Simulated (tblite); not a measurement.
Species: C3H7ClOSi.
Bonds: Cl1–Si2, Si2–O3, O3–C4, C4–C5, C5–C6, C4–C6. Hydrogens: H7, H8 on Si2; H9 on C4; H10, H11 on C5; H12, H13 on C6.

Computed geometry: GFN2-xTB, gas phase.

Q: What internal coordinates does the optimisation give?

A: 
```json
{"bond": "Cl1–Si2", "length (bohr)": "3.820"}
{"bond": "Si2–O3", "length (bohr)": "3.043"}
{"bond": "O3–C4", "length (bohr)": "2.608"}
{"bond": "C4–C5, C4–C6", "length (bohr)": "2.829"}
{"bond": "C5–C6", "length (bohr)": "2.839"}
{"bond": "Si2–H7", "length (bohr)": "2.759"}
{"bond": "Si2–H8", "length (bohr)": "2.738"}
{"bond": "C4–H9", "length (bohr)": "2.051"}
{"bond": "C5–H10, C6–H13", "length (bohr)": "2.038"}
{"bond": "C5–H11, C6–H12", "length (bohr)": "2.039"}
```

Bonds in one row agree within 0.02 bohr and their mean is given. A selection of angles:
```json
{"angle": "Cl1–Si2–O3", "degrees": "112.7"}
{"angle": "Cl1–Si2–H7", "degrees": "105.9"}
{"angle": "Cl1–Si2–H8", "degrees": "110.2"}
{"angle": "O3–Si2–H7", "degrees": "112.8"}
{"angle": "O3–Si2–H8", "degrees": "99.6"}
{"angle": "H7–Si2–H8", "degrees": "115.9"}
{"angle": "Si2–O3–C4", "degrees": "136.2"}
{"angle": "O3–C4–C5", "degrees": "122.0"}
{"angle": "O3–C4–H9", "degrees": "109.5"}
{"angle": "C5–C4–C6", "degrees": "60.2"}
{"angle": "C5–C4–H9", "degrees": "118.2"}
{"angle": "C4–C5–C6", "degrees": "59.9"}
{"angle": "C4–C5–H10", "degrees": "117.6"}
{"angle": "C4–C5–H11", "degrees": "118.3"}
{"angle": "C6–C5–H10", "degrees": "117.6"}
{"angle": "C6–C5–H11", "degrees": "118.9"}
{"angle": "H10–C5–H11", "degrees": "114.2"}
```

Dihedral angles: Cl1–Si2–O3–C4 -58° (synclinal); Si2–O3–C4–C5 -16° (synperiplanar); O3–C4–C5–C6 110° (anticlinal); O3–C4–C6–C5 -112° (anticlinal). The mirror-image conformer, all signs reversed, is as good.

O3 (silyl ether oxygen) is bent (angle 136.2°). Si2 (chlorine-bound silicon) is distorted tetrahedral (angles from 99.6° to 115.9°). Of the pairs four or more bonds apart, Si2···H10 is among the closest relative to their van der Waals radii: 3.02 Å, 92 % of the sum of Bondi's values. The 3-membered ring C4–C5–C6 has internal angles of 59.8° to 60.2°.

Point group: C1 (no symmetry element, even within 0.4 Å). Its GFN2-xTB frequencies are all real (lowest 34 cm⁻¹). One conformer, not necessarily the lowest.

The run took 0.9 s wall on one thread of an Arm Neoverse V2, shared host. That covers the optimisation of the geometry.
